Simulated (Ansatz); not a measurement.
## How methods differ on GaH3F− (SMILES [H][Ga-]([H])([H])[F])

The species is GaH3F− (5 atoms), meant as a singlet with charge -1. SMILES: `[H][Ga-]([H])([H])[F]`. The shape comes from GFN2-xTB, which is rough for such elements, and wasn't checked as a minimum.

```xyz
5

Ga   -0.0016    0.0009   -0.0921
F     0.0121   -0.0189    1.6874
H     1.4870    0.0117   -0.5401
H    -0.7517    1.2942   -0.5142
H    -0.7458   -1.2880   -0.5411
```

Quantity: the vertical detachment energy (to the doublet neutral), in eV. The values are calculated.

```csv
level,kind,program,value (eV),less CCSD(T)/STO-3G,CPU time (all runs)
SVWN5/STO-3G,LDA,Ansatz,-2.93,+2.40,7 s
PBE/STO-3G,GGA,Ansatz,-3.03,+2.30,15 s
r2SCAN/STO-3G,meta-GGA,Ansatz,-3.00,+2.33,34 s
PBE0/STO-3G,global hybrid,Ansatz,-3.15,+2.18,13 s
r2SCAN0/STO-3G,hybrid meta-GGA,Ansatz,-3.12,+2.21,41 s
HSE06/STO-3G,range-separated hybrid,Ansatz,-3.15,+2.18,17 s
B2PLYP/STO-3G,double hybrid,Ansatz,-3.75,+1.58,18 s
MP2/STO-3G,perturbation theory,Ansatz,-5.45,-0.12,2.2 s
CCSD(T)/STO-3G,coupled cluster or CI,Ansatz,-5.33,0.00,4.1 s
```

CCSD(T)/STO-3G is the highest level here, not the true value. All-electron rows without a relativistic Hamiltonian named are non-relativistic. Sets without diffuse functions describe the anion poorly. The values span -5.45 to -2.93 eV. All rows use very small basis sets, so even the best lies far from the true value. In the correlated wave-function rows the outer d shell of Ga is correlated, in sets not made for it. CPU times are rough (shared hosts, several kinds of processor): they show what a rung costs within a factor of a few.
